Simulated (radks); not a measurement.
Species: N. Configuration: [He] 2s2 2p2 6d1 (not the ground configuration).

All-electron calculation, Dirac Kohn-Sham, PBE, spin-unpolarised, spherical densities, finite nucleus; open shells fill j = l - 1/2 first; Fermi nuclear charge, rms radius 2.5582 fm. Program: a radial shooting solver on a logarithmic mesh with Libxc functionals.

Energy parts (hartree):
| part | energy |
|---|---|
| total | -53.97230 |
| kinetic | 53.89457 |
| electron-nucleus | -124.13493 |
| Hartree | 22.46895 |
| exchange-correlation | -6.20089 |

Orbitals (lengths in bohr, moments of r in powers of bohr; r(max) is where P^2 peaks; r(90%) holds 90 % of the orbital's charge):
orbital  occ.  eigenvalue (hartree)  r(90%)    <r^4>  r(max)
1s1/2       2             -14.72805   0.412  0.01339  0.1482
2s1/2       2              -1.16025    1.97    6.452  0.9881
2p1/2       2              -0.72824    2.16    9.641  0.9177
6d3/2       1              -0.01142    60.2  6493000   51.97

The highest occupied level is 6d3/2 at -0.311 eV. Summed over all electrons, <r^2> = 2251 bohr^2, which gives a Langevin (diamagnetic) susceptibility term of -1.78e+03 x 10^-6 cm^3/mol.

Empty levels of this run are not shown, since the potential may be unsettled where no density lies.
